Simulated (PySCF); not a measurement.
## From a computed spectrum to the compound

A species of 3 atoms with charge 1 has these harmonic modes (PBE0, small Gaussian bases with core potentials, PySCF 2.14.0):

```csv
cm⁻¹,km/mol,symmetry
173,11.0,a'
404,61.1,a'
980,136.5,a'
```

Question: Which species is it, and in which structure?

Answer: [CeOCl]+ (singlet):
```xyz
3

Ce    0.2531    0.0000   -0.3540
O     1.6032    0.0000    0.8196
Cl   -1.7461    0.0000    1.0415
```
Ideal gas at 298.15 K and 1 bar: S = 296.8 J/(mol K), Cp = 48.9 J/(mol K), H − H(0 K) = 12.4 kJ/mol (rigid rotor, harmonic modes, spin degeneracy alone). 
 Other answers can fit too; this one was computed.
